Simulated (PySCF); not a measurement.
A GIAO shielding run with PySCF 2.14 (density fitting, non-relativistic, gas phase) on SMILES CN([SiH2][C@H](CC=C)F)C, C6H14FNSi:

```
$ OMP_NUM_THREADS=1 python probes_run.py task.json out

{"job": {"kind": "nmr", "xc": "PBE0", "basis": "pcSseg-1"}, "charge": 0, "multiplicity": 1}
C      4.142729    -0.586333     0.572493
C      3.077833    -1.149180     0.034528
C      2.000905    -0.403456    -0.688062
C      0.656303    -0.532256     0.021815
F      0.268405    -1.873134    -0.008076
Si    -0.707280     0.530940    -0.806489
N     -2.008713     0.675121     0.299664
C     -2.498970    -0.427935     1.096526
C     -3.025740     1.673683     0.078885
H      4.888110    -1.158497     1.098144
H      4.318133     0.474979     0.500770
H      2.913987    -2.214954     0.121436
H      1.892024    -0.802305    -1.699703
H      2.249589     0.655546    -0.757563
H      0.781774    -0.298909     1.085466
H     -0.194536     1.891010    -0.995798
H     -0.987327    -0.099155    -2.109194
H     -2.806270    -0.062390     2.080623
H     -1.722759    -1.174714     1.226492
H     -3.364502    -0.907394     0.625827
H     -3.864906     1.274715    -0.502050
H     -2.601506     2.514254    -0.462233
H     -3.412035     2.027350     1.038039
```

Hardware: 1 thread of an Intel Xeon, shared host. The job also computes population analyses, field gradients.

Question: How large is the calculation?

Answer: 80 electrons, 230 basis functions and 1208 auxiliary functions.

Question: How long does it take, and how much memory does it need?

Answer: 73 s of wall time, with 14 SCF cycles and 4 response iterations; peak memory 1.1 GiB. Times on a shared host scatter by some tens of per cent.
